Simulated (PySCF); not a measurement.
Compound: C8H10Si.
Bonds: C1–C2 (double), C2–C3, C3–C4 (double), C4–Si5, Si5–C6, C6–C7 (double), C7–C8, C8–C9 (double), C3–C7. Hydrogens: H10, H11 on C1; H12 on C2; H13 on C4; H14, H15 on Si5; H16 on C6; H17 on C8; H18, H19 on C9.

Level: wB97X-D/def2-SVPD in PySCF, non-relativistic, on one gas-phase PBE0-D3(BJ)/def2-SVP geometry that isn't relaxed in the solvent. The solvent is an IEF-PCM continuum (van der Waals radii × 1.2), and excitations are vertical TDDFT with non-equilibrium linear response and a frozen core. Specific hydrogen bonds and non-electrostatic terms are outside this model.

Gas-phase singlets (H = HOMO, L = LUMO):

```json
{"state": "S1", "E (eV)": "4.111", "λ (nm)": "302", "f": "0.019", "leading configurations": "H→L 97%"}
{"state": "S2", "E (eV)": "4.826", "λ (nm)": "257", "f": "0.058", "leading configurations": "H-1→L 75%, H→L+1 22%"}
{"state": "S3", "E (eV)": "5.514", "λ (nm)": "225", "f": "0.644", "leading configurations": "H→L+1 69%, H-1→L 17%"}
{"state": "S4", "E (eV)": "5.647", "λ (nm)": "220", "f": "0.054", "leading configurations": "H-1→L+1 96%"}
{"state": "S5", "E (eV)": "5.912", "λ (nm)": "210", "f": "0.183", "leading configurations": "H-3→L 80%"}
```

Q: How does the list change in acetone (ε = 20.49)?

A: 
```tsv
state	E (eV)	λ (nm)	f	leading configurations	change by rank (eV)
S1	4.063	305	0.026	H→L 97%	-0.048
S2	4.794	259	0.137	H-1→L 84%, H→L+1 14%	-0.032
S3	5.377	231	0.815	H→L+1 82%, H-1→L 12%	-0.137
S4	5.612	221	0.070	H-1→L+1 95%	-0.035
S5	5.844	212	0.142	H-3→L 87%	-0.068
```

Q: The ground-state energy changes by -0.113 eV from gas to acetone. By how much does the total energy of gas-phase S1 change?

A: E(S1) = E(S0) + excitation energy, so it changes by -0.113 − 0.048 = -0.161 eV: it is lowered more than the ground state, which is what a red shift means. This is the vertical state, with the slow part of the continuum still set for S0.

Q: How do the frontier levels move from gas to acetone?

A: 
```csv
orbital,gas (eV),solvent (eV),change (eV)
LUMO+2,2.28,2.25,-0.03
LUMO+1,0.85,0.88,+0.03
LUMO,-0.09,-0.10,-0.01
HOMO,-8.24,-8.25,-0.01
HOMO-1,-8.84,-8.83,+0.01
HOMO-2,-10.55,-10.52,+0.03
HOMO-3,-10.88,-10.85,+0.03
```

The HOMO–LUMO gap goes from 8.14 to 8.15 eV.

Conformer computed: `[CH2:1]=[CH:2][C:3]1=[CH:4][SiH2:5][CH:6]=[C:7]1[CH:8]=[CH2:9]`: C1–C2–C3–C4 148°, C6–C7–C8–C9 148°.

Note: wB97X-D ran without an empirical dispersion term, which enters the total energy and its gradient alone.
